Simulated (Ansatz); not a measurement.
Cost and result for the atomization energy of `[CH3][Sb]([NH2])[SH]` (10 atoms, 9 bonds).

Cartesian coordinates in Å:
```
C -0.816 1.172 0.587
Sb -0.687 -0.775 -0.315
N 1.014 -1.374 0.593
S 0.297 0.218 -2.303
H -1.570 1.768 0.073
H 0.150 1.673 0.517
H -1.094 1.059 1.636
H 1.574 -0.663 1.042
H 0.909 -2.173 1.203
H 0.223 -0.906 -3.033
```

Charge 0, multiplicity 1. Correlated methods include outer-core shells of Sb, which these sets cover unevenly. Sb: def2 effective core potential. The geometry is a stationary point of PBE0-D4/def2-TZVP. It is one conformer, not always the lowest. Program: Ansatz. All runs use 4 threads of an Arm Neoverse V2 on a shared host. Times are those of one run each, without the atoms' runs, and a repeat can differ threefold. Electronic energies, without spin–orbit coupling; frozen cores. CCSD(T)/CBS adds CCSD(T) − MP2 in def2-TZVPP to the MP2 limit, and its time is that of the two runs behind it. T1 = 0.013. With those shells the extrapolation isn't a true limit. B3LYP takes the VWN-RPA correlation (the form of Gaussian; ORCA's B3LYP/G).

CCSD(T)/CBS is a level of theory with its own doubt, some kJ/mol a heavy atom from the limit and from the frozen cores, so smaller differences don't rank the functionals.

```csv
level,functions,wall time,atomization (kJ/mol),difference from CCSD(T)/CBS,per bond
PBE-D4/def2-TZVPP (with forces),238,2 s,3252.7,55.8,6.2
PBE0-D4/def2-TZVPP,238,2.4 s,3176.9,-20.0,-2.2
B3LYP-D4/def2-TZVPP (with forces),238,3.6 s,3201.3,4.4,0.5
r2SCAN-D4/def2-TZVPP (with forces),238,3.9 s,3171.9,-25.0,-2.8
B2PLYP/def2-TZVPP,238,4.3 s,3139.0,-57.9,-6.4
ωB97X-V/def2-TZVPP,238,6.5 s,3210.2,13.3,1.5
ωB97M-V/def2-TZVPP (with forces),238,9 s,3192.5,-4.4,-0.5
MP2/def2-QZVPP,446,15 s,3158.6,-38.3,-4.3
CCSD(T)/def2-TZVPP,238,2.2 min,3076.6,-120.3,-13.4
CCSD(T)/CBS(def2),–,2.5 min,3196.9,0.0,0.0
```

The D4 term adds +40.0 kJ/mol with B3LYP and +20.9 kJ/mol with PBE0; it sums over pairs of atoms, weighted by their polarisabilities, and B3LYP, whose exchange is more repulsive, gets the larger term. In def2-TZVPP, CCSD(T) changes the Hartree–Fock value by +951.5 kJ/mol (the triples alone add +58.5 kJ/mol) and MP2 by +961.1 kJ/mol; breaking electron pairs costs correlation energy, which Hartree–Fock lacks. From PBE to PBE0 (25 % exact exchange), in def2-TZVPP and without D4, the atomization energy moves by −72.2 kJ/mol: exact exchange takes away binding that semilocal exchange gives to molecules.
